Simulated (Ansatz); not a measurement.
Ideal-gas functions of CH₅BOSi, SMILES `B[SiH]1CO1` at 800 K and 1 bar, from an Ansatz frequency run at PBE0-D4/def2-TZVP.

Molar mass 71.95 g/mol, point group C1 (symmetry number 1), electronic degeneracy 1, moments of inertia 37.573, 114.773, 119.29 u Å². Harmonic wavenumbers (cm⁻¹, unscaled): 147, 185, 255, 563, 592, 645, 658, 724, 777, 835, 889, 1051, 1109, 1131, 1159, 1469, 2241, 2597, 2689, 3089, 3177.

Use S(trans) = R[1.5 ln M + 2.5 ln T − 1.1517]; rotational temperatures θ = 24.2544 K / I; S(rot) = R[ln(√π/σ · √(T³/θAθBθC)) + 1.5]; for each mode x = 1.438777 ν̃/T, S = R[x/(eˣ − 1) − ln(1 − e⁻ˣ)] and H = RT x/(eˣ − 1); 1 cm⁻¹ = 0.0119627 kJ/mol; R = 8.31446 J/(mol·K).

Problem. By hand: the entropy, in J/(mol·K).

Solution. Translation 182.7. Rotation: θ = 0.6455, 0.2113, 0.2033 K, giving 115.5. Vibration, mode by mode: 19.40, 17.50, 14.87, 8.56, 8.18, 7.53, 7.38, 6.68, 6.18, 5.67, 5.25, 4.16, 3.83, 3.71, 3.57, 2.30, 0.76, 0.45, 0.39, 0.21, 0.18, in all 126.7. Electronic 0.0. Sum 424.9 J/(mol·K).

Problem. By hand: H − E and G − E in kJ/mol, counted from the electronic energy.

Solution. Zero-point energy ½ × 25982 × 0.0119627 = 155.4; thermal vibration 54.1; translation, rotation and pV give 4 RT = 26.6. H − E = 236.1 kJ/mol, and G − E = 236.1 − 800 × 424.9/1000 = -103.8 kJ/mol.

Vibration gives 30 % of the entropy, 19.4 J/(mol·K) of it from the mode under 150 cm⁻¹: soft modes count most, and the harmonic formula is weakest for them. The sum counts one conformer and one mirror image; others add a mixing term.
